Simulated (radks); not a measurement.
The numbers below are computed, except where a source is named.
The antimony ion Sb8+, 43 electrons, occupied as [Kr] 4d7.

Code: a radial shooting solver on a logarithmic mesh with Libxc functionals. Model: scalar-relativistic Kohn-Sham, PBE, spin-polarised, spherical densities, point nucleus; open shells are filled with parallel spins first (spin-orbit coupling, left out, can overturn this in heavy ions).

Energy parts (hartree):
total: -6462.74049
kinetic: 6760.53236
electron-nucleus: -15423.25933
Hartree: 2365.74474
exchange-correlation: -165.75825

Orbitals (lengths in bohr, moments of r in powers of bohr; r(90%) holds 90 % of the orbital's charge):
orbital,occ.,eigenvalue (hartree),r(90%),<r^2>,<1/r>
1s up,1,-1118.667,0.0511,0.001094,54.32
1s down,1,-1118.667,0.0511,0.001094,54.32
2s up,1,-174.4434,0.189,0.01773,12.42
2s down,1,-174.4057,0.189,0.01772,12.42
2p up,3,-157.1091,0.174,0.01401,11.92
2p down,3,-157.0802,0.174,0.01400,11.92
3s up,1,-38.09681,0.485,0.1247,4.428
3s down,1,-38.07878,0.485,0.1246,4.428
3p up,3,-32.44909,0.493,0.1251,4.214
3p down,3,-32.42834,0.493,0.1250,4.214
3d up,5,-23.84801,0.480,0.1101,3.983
3d down,5,-23.81525,0.479,0.1100,3.983
4s up,1,-10.13811,1.11,0.6752,1.797
4s down,1,-10.01215,1.11,0.6749,1.799
4p up,3,-8.35871,1.20,0.7684,1.657
4p down,3,-8.23214,1.20,0.7695,1.657
4d up,5,-5.71160,1.38,0.9885,1.420
4d down,2,-5.58894,1.39,0.9972,1.417
5s up,0,-3.94791,2.32,3.033,0.8114
5s down,0,-3.89124,2.33,3.075,0.8036
5p up,0,-3.39291,2.53,3.607,0.7405
5p down,0,-3.34405,2.55,3.659,0.7337
4f up,0,-3.02318,1.95,1.792,0.9960
4f down,0,-2.92666,2.00,1.873,0.9803

The highest occupied level is 4d down at -152.08 eV. For comparison, the ionisation energy in NIST's Atomic Spectra Database is 162 eV (theoretical). In exact Kohn-Sham theory the highest level is minus the ionisation energy, but local and semilocal functionals leave it too shallow, through self-interaction and a potential that decays too fast; potentials with the right tail come closer.
